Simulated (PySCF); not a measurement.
Molecule: C2H9O2Si (charge +1, singlet). It need not be the lowest isomer of its formula. 
Structure (B3LYP-D3(BJ)/def2-TZVP (Ansatz) minimum search):
```
Si
O 1 1.6166
H 2 0.9620 1 124.62
C 1 1.8310 2 112.85 3 -144.91
H 4 1.0911 1 111.58 2 -39.65
H 4 1.0922 5 109.15 1 124.40
H 4 1.0933 5 107.65 6 116.03
C 1 1.8338 2 117.93 3 1.01
H 8 1.0911 1 112.10 2 44.44
H 8 1.0924 9 108.48 1 -123.18
H 8 1.0933 9 108.23 10 -115.92
O 1 1.8851 2 94.92 3 108.61
H 12 0.9702 1 125.04 2 157.11
H 12 0.9721 13 110.79 1 147.30
```
Charge +1, spin multiplicity 1.

Dispersion corrections to the total energy (kcal/mol) from the dftd3 and dftd4 libraries through PySCF: D3(BJ) without and D4 with the three-body term, each with the damping fitted for the functional named.

| functional | D3(BJ) | D4 |
|---|---|---|
| BHLYP | -8.80 | -6.69 |
| r2SCAN | -1.89 | -1.42 |
| LC-wPBE | ___ | -6.25 |
| PBE0 | -5.64 | -4.76 |
| HSE06 | -4.32 | ___ |
| HF | ___ | -19.70 |
| B2GP-PLYP | -4.25 | -2.38 |

Question: What belongs in the gaps?

Answer: 
- LC-wPBE, D3(BJ): -6.14
- HSE06, D4: -4.42
- HF, D3(BJ): -48.43
